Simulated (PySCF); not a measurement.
Species: C6H11O2 (doublet state).
Cartesian coordinates in Å at the GFN2-xTB level; atoms count from 1:
```xyz
19
C6H11O2 angstrom
C     -1.2897    1.5942    0.8330
C     -1.5249    0.2789    0.1026
C     -0.3112   -0.6656    0.2125
C     -0.6485   -2.0253   -0.4200
C      0.8729   -0.0765   -0.4473
O      1.9729    0.1663    0.2855
C      3.0682    0.6809   -0.2836
O      3.1921    0.9662   -1.4479
H     -2.1694    2.2293    0.7634
H     -1.0795    1.4144    1.8849
H     -0.4450    2.1261    0.4010
H     -2.3949   -0.2253    0.5269
H     -1.7291    0.4736   -0.9516
H     -0.0716   -0.8116    1.2701
H     -0.8799   -1.9028   -1.4750
H     -1.5096   -2.4637    0.0779
H      0.1924   -2.7075   -0.3256
H      0.9031    0.1548   -1.5006
H      3.8419    0.8029    0.4865
```

The hyperfine couplings belong to this conformer and change with its torsions.

As a line formula: `C(O[CH][C@@H](CC)C)=O` [radical].

Computed with UKS B3LYP, pcH-1 on C H O, non-relativistic, mean-field spin-orbit, GIAO in PySCF 2.14.0. Geometry: GFN2-xTB, one conformer, isolated molecule. Couplings are sensitive to structure, and on GFN2-xTB geometries they can be far from those on DFT ones. The SCF solution wasn't tested for stability.

Mulliken spin populations: C1 +0.002, C2 +0.032, C3 -0.078, C4 +0.029, C5 +0.926, O6 +0.004, C7 +0.056, O8 +0.066, H9 -0.001, H10 +0.001, H11 -0.001, H12 +0.005, H13 -0.001, H14 +0.001, H15 -0.001, H16 +0.010, H17 -0.001, H18 -0.043, H19 -0.007.

Task: Give the computed dipolar 1H tensors of H9, H10, H11, H12, H13, H14, H15, H16, H17, H19.

Result: 
```
atom            position  distance from C5 (Å)  T1 (MHz)     T2    T3
  H9     4 bonds from C5                  4.00     -1.53  -0.95  2.48
 H10     4 bonds from C5                  3.39     -1.89  -1.49  3.39
 H11     4 bonds from C5                  2.70     -4.91  -3.14  8.05
 H12  γ, 3 bonds from C5                  3.41     -2.88  -1.37  4.24
 H13  γ, 3 bonds from C5                  2.71     -4.04  -2.33  6.36
 H14  β, 2 bonds from C5                  2.09     -4.98  -3.67  8.65
 H15  γ, 3 bonds from C5                  2.73     -4.07  -2.42  6.49
 H16  γ, 3 bonds from C5                  3.41     -2.74  -1.52  4.25
 H17  γ, 3 bonds from C5                  2.72     -5.06  -2.03  7.09
 H19  γ, 3 bonds from C5                  3.23     -4.87  -2.33  7.19
```

Task: Estimate them with point dipoles: put each population ρk at its nucleus, leave out the nucleus itself and the atom bound to it, and sum T = Σ [ρk/(2S)]·C·(3 n nᵀ − 1)/r³ with C = μ0 gₑ μB g_N μN/(4π h) = 79.06 MHz Å³.

Result: 
```json
{"atom": "H9", "T1 (MHz)": "-1.30", "T2": "-1.06", "T3": "2.36", "T3, computed": "2.48", "difference in T3 (%)": "-5"}
{"atom": "H10", "T1 (MHz)": "-2.02", "T2": "-1.49", "T3": "3.51", "T3, computed": "3.39", "difference in T3 (%)": "+4"}
{"atom": "H11", "T1 (MHz)": "-3.81", "T2": "-3.17", "T3": "6.98", "T3, computed": "8.05", "difference in T3 (%)": "-13"}
{"atom": "H12", "T1 (MHz)": "-1.50", "T2": "-1.13", "T3": "2.64", "T3, computed": "4.24", "difference in T3 (%)": "-38"}
{"atom": "H13", "T1 (MHz)": "-3.45", "T2": "-3.08", "T3": "6.53", "T3, computed": "6.36", "difference in T3 (%)": "+3"}
{"atom": "H14", "T1 (MHz)": "-8.02", "T2": "-7.51", "T3": "15.53", "T3, computed": "8.65", "difference in T3 (%)": "+79"}
{"atom": "H15", "T1 (MHz)": "-3.22", "T2": "-3.06", "T3": "6.29", "T3, computed": "6.49", "difference in T3 (%)": "-3"}
{"atom": "H16", "T1 (MHz)": "-1.48", "T2": "-1.20", "T3": "2.67", "T3, computed": "4.25", "difference in T3 (%)": "-37"}
{"atom": "H17", "T1 (MHz)": "-3.44", "T2": "-3.09", "T3": "6.53", "T3, computed": "7.09", "difference in T3 (%)": "-8"}
{"atom": "H19", "T1 (MHz)": "-2.70", "T2": "-1.54", "T3": "4.25", "T3, computed": "7.19", "difference in T3 (%)": "-41"}
```

Task: If all the spin sat on C5, T∥ = 2C/r³. What distance does the computed T3 of H13 then imply?

Result: r = (2 × 79.06/6.36)^(1/3) = 2.92 Å, against 2.71 Å in the structure.
